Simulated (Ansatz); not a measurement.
Cd7S7, a nanocrystal cut from zinc blende CdS (bare) was relaxed with PBE-D4 (def2-SVP) in Ansatz in these states: charge +1 doublet, neutral singlet. The geometries follow in no particular order.

In the def2 sets Cd takes a core potential; there is no spin–orbit coupling.

A:

```xyz
14

Cd    0.077   -3.554   -0.744
Cd   -2.040    2.398   -1.769
Cd   -2.358   -0.981   -0.971
Cd    0.935    1.218   -1.636
Cd    1.155    0.803    2.343
Cd    2.354   -2.397    1.377
Cd    0.262    3.573    0.429
S    -2.256   -3.367   -1.111
S     2.379   -3.996   -0.375
S    -3.812    0.970   -1.377
S     0.127    3.576   -2.050
S     2.452   -0.978    3.272
S     0.451    3.142    2.688
S     0.274   -0.406   -0.076
```

B:

```xyz
14

Cd    3.265   -1.061    1.433
Cd   -2.453    2.243    1.730
Cd    1.046    1.766    1.656
Cd   -1.745   -0.817    1.023
Cd   -0.422   -0.420   -2.574
Cd    2.241   -2.577   -1.467
Cd   -3.463    0.739   -1.211
S     3.223    1.054    2.492
S     3.648   -3.157    0.367
S    -0.567    3.575    1.956
S    -3.950    0.326    1.196
S     1.116   -2.077   -3.486
S    -2.352    0.919   -3.239
S     0.413   -0.513    0.122
```

Q: Judge from the bond lengths which geometry belongs to which state (an estimate).

A: A is the neutral singlet (Cd1–Cd6 3.320 Å, Cd2–Cd7 3.393 Å, Cd3–S8 2.392 Å); B is the charge +1 doublet (Cd1–Cd6 3.429 Å, Cd2–Cd7 3.454 Å, Cd3–S8 2.439 Å).
